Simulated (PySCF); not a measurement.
C2H4N2OSi, SMILES N#C/N=C/O[SiH3].

Coordinates come from a B3LYP-D3(BJ)/def2-SVP optimisation. The structure was generated by enumeration; whether it is a known compound was not checked. Other conformers were not sampled.

These are PySCF with PBE/def2-TZVP values and carry that method's errors.

Symmetry labels are those of the subgroup Cs that the program uses (full group Cs).

### Question
List the valence orbital energies around the gap with their symmetry. (An estimate is asked for; the answer gives what the named calculation found.)

### Answer

```tsv
orbital	symmetry	energy (eV)
HOMO−7	A'	-9.93
HOMO−6	A"	-9.89
HOMO−5	A'	-9.53
HOMO−4	A"	-8.97
HOMO−3	A'	-8.95
HOMO−2	A'	-8.42
HOMO−1	A"	-7.12
HOMO	A'	-7.06
LUMO	A"	-2.67
LUMO+1	A'	-1.39
LUMO+2	A'	-0.18
LUMO+3	A'	0.23
```
